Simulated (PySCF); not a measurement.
Species: CH6BOP.
Bonds: C1–O2, O2–B3, B3–P4. Hydrogens: H5, H6, H7 on C1; H8 on B3; H9, H10 on P4.

Level of theory: core-valence-separated Tamm–Dancoff BHandHLYP/aug-pcX-1 (pcseg-1 on H, def2-SVPD on P) in PySCF, non-relativistic, gas phase, PBE0-D3(BJ)/def2-SVP geometry. The energies are unshifted.

Q: Give energies, oscillator strengths and core holes at the B K edge.

A: 
```json
{"E (eV)": "187.38", "f": "0.0836", "core hole on": "B3", "main final orbital": "LUMO (69 %)"}
{"E (eV)": "191.38", "f": "0.0104", "core hole on": "B3", "main final orbital": "LUMO+3 (53 %)"}
{"E (eV)": "191.85", "f": "0.0029", "core hole on": "B3", "main final orbital": "LUMO+1 (41 %)"}
{"E (eV)": "192.22", "f": "0.0046", "core hole on": "B3", "main final orbital": "LUMO+5 (32 %)"}
{"E (eV)": "192.50", "f": "0.0404", "core hole on": "B3", "main final orbital": "LUMO+9 (57 %)"}
{"E (eV)": "192.58", "f": "0.0024", "core hole on": "B3", "main final orbital": "LUMO+6 (40 %)"}
{"E (eV)": "192.69", "f": "0.0027", "core hole on": "B3", "main final orbital": "LUMO+4 (44 %)"}
```

The first line with a tenth or more of the strongest one's intensity is at 187.38 eV (f = 0.084), with the hole on B3 (three-coordinate boron). It is also the strongest listed.

Q: Give energies, oscillator strengths and core holes at the C K edge.

A: 
```csv
E (eV),f,core hole on,main final orbital
286.82,0.0313,C1,LUMO+1 (38 %)
287.10,0.0143,C1,LUMO (67 %)
287.24,0.0087,C1,LUMO+1 (38 %)
287.76,0.0359,C1,LUMO+7 (36 %)
287.96,0.0207,C1,LUMO+4 (54 %)
289.05,0.0014,C1,LUMO+6 (36 %)
289.11,0.0062,C1,LUMO+2 (40 %)
```

The first line with a tenth or more of the strongest one's intensity is at 286.82 eV (f = 0.031), with the hole on C1 (methoxy carbon). The strongest listed is at 287.76 eV (f = 0.036; C1).

Q: Give energies, oscillator strengths and core holes at the O K edge.

A: 
```
E (eV)       f  core hole on  main final orbital
531.69  0.0242            O2         LUMO (78 %)
533.97  0.0148            O2       LUMO+5 (32 %)
534.29  0.0059            O2       LUMO+1 (78 %)
535.21  0.0023            O2       LUMO+2 (60 %)
535.41  0.0023            O2       LUMO+4 (69 %)
535.51  0.0006            O2       LUMO+3 (40 %)
535.64  0.0010            O2       LUMO+6 (53 %)
```

The first line with a tenth or more of the strongest one's intensity is at 531.69 eV (f = 0.024), with the hole on O2 (boron-bound oxygen). It is also the strongest listed.

Roots within 0.03 eV whose holes lie on the same, on equivalent or on shared atoms are summed into one line, and the highest roots are left out, as the search may have cut off their partners. Final orbitals are the ground state's empty Kohn–Sham orbitals.

Q: What is the summed oscillator strength of the listed B K lines, and their intensity-weighted mean energy?

A: Σf = 0.147 over 7 lines from 187.38 to 192.69 eV; the weighted mean is 189.49 eV. The strongest line holds 57 % of the sum.

Only the lowest roots of each edge were sought.

Shape of the structure used: `[CH3:1][O:2][BH:3][PH2:4]`: C1–O2–B3–P4 4°, H–P4–B3–O2 -49°, H–P4–B3–O2 -147°.

One conformer stands for the species.
